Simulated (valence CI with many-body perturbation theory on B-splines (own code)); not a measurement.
# Hg⁴¹⁺: E2, M1 decay

Calculated by relativistic CI+MBPT: three valence electrons over a frozen Dirac-Fock core [Kr], radial functions for each j: 7 s, 7 p, 8 d, 6 f, 4 g, 1 h, with the one-electron correlation potential Σ1 (screened to all orders), the two-electron term Σ2, the three-electron term Σ3, Breit, model QED; selected single and double excitations, second order for the rest, scaled by the run's own slope (own B-spline code, finite nucleus).

The last digits are not significant, and no measured levels were compared; by estimate large intervals hold to a few tenths of a per cent, small ones and those within an open d or f shell to about a per cent. The list stops below the first excitations out of the core.

Lines 1 to 50 of 53 in falling wavelength, among levels below 143.928 eV, chosen from the decays that carry over 1 % of a level's rate. Wavelengths and rates use the calculated energies. Electric multipoles are in the length gauge, E1 and E2 with the static RPA response of the core. Weak lines are less certain than strong ones. Lines between different terms over intervals too small for the method are left out, as are lines whose strength nearly cancels. The highest levels of a list are the least certain.

Levels are named by their leading jj configuration (3d3/2^4 stands for four electrons in 3d with j = 3/2), which in mixed levels can hold well under half, so a name can repeat and another be missing. Letters in brackets count levels of one name in rising energy.

| λ vac (nm) | Upper | Lower | Type | A (s⁻¹) | Branch % |
| --- | --- | --- | --- | --- | --- |
| 6495 | (4d3/2^2 4d5/2) J=9/2 | (4d3/2^2 4d5/2) J=7/2 | M1 | 2.49e-02 | 99.2 |
| 275.6 | (4d3/2^2 4d5/2) J=7/2 | (4d3/2^2 4d5/2) J=5/2 [a] | M1 | 6.04e+02 | 88.7 |
| 124.8 | (4d3/2 4d5/2^2) J=7/2 [b] | (4d3/2 4d5/2^2) J=7/2 [a] | M1 | 1.17e+03 | 1.1 |
| 124.4 | (4d3/2^2 4d5/2) J=5/2 [b] | (4d3/2^2 4d5/2) J=7/2 | M1 | 5.36e+02 | 2.5 |
| 104.2 | (4d3/2^2 4d5/2) J=5/2 [b] | (4d3/2^2 4d5/2) J=3/2 | M1 | 2.66e+03 | 12.6 |
| 95.90 | (4d3/2 4d5/2^2) J=3/2 [b] | (4d3/2 4d5/2^2) J=1/2 | M1 | 2.17e+03 | 1.0 |
| 87.19 | (4d3/2 4d5/2^2) J=3/2 [b] | (4d3/2 4d5/2^2) J=3/2 [a] | M1 | 3.53e+03 | 1.7 |
| 85.72 | (4d3/2^2 4d5/2) J=5/2 [b] | (4d3/2^2 4d5/2) J=5/2 [a] | M1 | 8.33e+02 | 4.0 |
| 69.87 | (4d5/2^3) J=3/2 | (4d3/2 4d5/2^2) J=3/2 [b] | M1 | 9.62e+03 | 2.3 |
| 69.66 | (4d3/2 4d5/2^2) J=3/2 [a] | (4d3/2^2 4d5/2) J=5/2 [b] | M1 | 7.00e+03 | 1.8 |
| 63.11 | (4d3/2 4d5/2^2) J=5/2 [a] | (4d3/2^2 4d5/2) J=5/2 [b] | M1 | 3.90e+04 | 18.8 |
| 55.79 | (4d5/2^3) J=5/2 | (4d3/2 4d5/2^2) J=3/2 [b] | M1 | 2.36e+04 | 4.5 |
| 53.08 | (4d3/2 4d5/2^2) J=5/2 [b] | (4d3/2^2 4d5/2) J=5/2 [b] | M1 | 5.48e+04 | 43.1 |
| 52.14 | (4d3/2 4d5/2^2) J=7/2 [b] | (4d3/2^2 4d5/2) J=5/2 [b] | M1 | 1.39e+04 | 13.5 |
| 52.07 | (4d3/2 4d5/2^2) J=7/2 [a] | (4d3/2^2 4d5/2) J=7/2 | M1 | 6.27e+04 | 18.7 |
| 51.78 | (4d5/2^3) J=9/2 | (4d3/2 4d5/2^2) J=11/2 | M1 | 1.37e+04 | 3.4 |
| 50.94 | (4d3/2^2 4d5/2) J=5/2 [a] | (4d3/2^3) J=3/2 | M1 | 1.82e+05 | 100.0 |
| 48.18 | (4d3/2 4d5/2^2) J=9/2 | (4d3/2^2 4d5/2) J=9/2 | M1 | 1.23e+05 | 62.9 |
| 47.83 | (4d3/2 4d5/2^2) J=9/2 | (4d3/2^2 4d5/2) J=7/2 | M1 | 7.22e+04 | 37.0 |
| 46.95 | (4d5/2^3) J=3/2 | (4d3/2 4d5/2^2) J=5/2 [b] | M1 | 1.37e+04 | 3.2 |
| 46.09 | (4d3/2^2 4d5/2) J=3/2 | (4d3/2^3) J=3/2 | M1 | 1.45e+05 | 99.9 |
| 45.29 | (4d3/2 4d5/2^2) J=3/2 [a] | (4d3/2^2 4d5/2) J=1/2 | M1 | 4.14e+04 | 10.4 |
| 44.04 | (4d5/2^3) J=9/2 | (4d3/2 4d5/2^2) J=9/2 | M1 | 1.59e+05 | 39.7 |
| 43.80 | (4d3/2 4d5/2^2) J=7/2 [a] | (4d3/2^2 4d5/2) J=5/2 [a] | M1 | 2.72e+05 | 81.2 |
| 43.25 | (4d3/2 4d5/2^2) J=1/2 | (4d3/2^2 4d5/2) J=1/2 | M1 | 2.43e+05 | 93.7 |
| 43.00 | (4d3/2^2 4d5/2) J=7/2 | (4d3/2^3) J=3/2 | E2 | 7.70e+01 | 11.3 |
| 42.43 | (4d3/2^2 4d5/2) J=1/2 | (4d3/2^3) J=3/2 | M1 | 5.45e+04 | 99.3 |
| 41.87 | (4d3/2 4d5/2^2) J=5/2 [a] | (4d3/2^2 4d5/2) J=7/2 | M1 | 8.63e+03 | 4.2 |
| 41.74 | (4d3/2 4d5/2^2) J=3/2 [a] | (4d3/2^2 4d5/2) J=3/2 | M1 | 2.40e+05 | 60.3 |
| 41.41 | (4d3/2 4d5/2^2) J=11/2 | (4d3/2^2 4d5/2) J=9/2 | M1 | 7.93e+04 | 99.7 |
| 41.16 | (4d5/2^3) J=3/2 | (4d3/2 4d5/2^2) J=5/2 [a] | M1 | 1.38e+05 | 32.6 |
| 40.97 | (4d5/2^3) J=9/2 | (4d3/2 4d5/2^2) J=7/2 [a] | M1 | 2.25e+05 | 56.2 |
| 40.70 | (4d5/2^3) J=5/2 | (4d3/2 4d5/2^2) J=7/2 [b] | M1 | 5.01e+04 | 9.6 |
| 40.42 | (4d5/2^3) J=3/2 | (4d3/2 4d5/2^2) J=1/2 | M1 | 1.01e+05 | 23.9 |
| 40.14 | (4d5/2^3) J=5/2 | (4d3/2 4d5/2^2) J=5/2 [b] | M1 | 7.94e+04 | 15.2 |
| 40.00 | (4d3/2 4d5/2^2) J=1/2 | (4d3/2^2 4d5/2) J=3/2 | M1 | 1.47e+04 | 5.7 |
| 39.30 | (4d3/2 4d5/2^2) J=5/2 [a] | (4d3/2^2 4d5/2) J=3/2 | M1 | 1.37e+05 | 66.0 |
| 38.79 | (4d5/2^3) J=3/2 | (4d3/2 4d5/2^2) J=3/2 [a] | M1 | 1.58e+05 | 37.4 |
| 38.72 | (4d3/2 4d5/2^2) J=3/2 [b] | (4d3/2^2 4d5/2) J=5/2 [b] | M1 | 1.32e+05 | 62.4 |
| 38.43 | (4d3/2 4d5/2^2) J=3/2 [a] | (4d3/2^2 4d5/2) J=5/2 [a] | M1 | 1.08e+05 | 27.1 |
| 37.21 | (4d3/2 4d5/2^2) J=5/2 [b] | (4d3/2^2 4d5/2) J=7/2 | M1 | 6.44e+04 | 50.6 |
| 36.95 | (4d3/2 4d5/2^2) J=7/2 [b] | (4d3/2^2 4d5/2) J=9/2 | M1 | 3.64e+04 | 35.5 |
| 36.74 | (4d3/2 4d5/2^2) J=7/2 [b] | (4d3/2^2 4d5/2) J=7/2 | M1 | 4.28e+04 | 41.7 |
| 36.35 | (4d3/2 4d5/2^2) J=5/2 [a] | (4d3/2^2 4d5/2) J=5/2 [a] | M1 | 2.16e+04 | 10.4 |
| 35.84 | (4d5/2^3) J=5/2 | (4d3/2 4d5/2^2) J=5/2 [a] | M1 | 1.34e+05 | 25.6 |
| 34.02 | (4d5/2^3) J=5/2 | (4d3/2 4d5/2^2) J=3/2 [a] | M1 | 1.50e+05 | 28.7 |
| 32.78 | (4d3/2 4d5/2^2) J=5/2 [b] | (4d3/2^2 4d5/2) J=5/2 [a] | M1 | 6.45e+03 | 5.1 |
| 32.42 | (4d3/2 4d5/2^2) J=7/2 [b] | (4d3/2^2 4d5/2) J=5/2 [a] | M1 | 7.51e+03 | 7.3 |
| 31.95 | (4d3/2^2 4d5/2) J=5/2 [b] | (4d3/2^3) J=3/2 | M1 | 1.68e+04 | 80.0 |
| 30.69 | (4d5/2^3) J=5/2 | (4d3/2 4d5/2^2) J=7/2 [a] | M1 | 8.11e+04 | 15.5 |
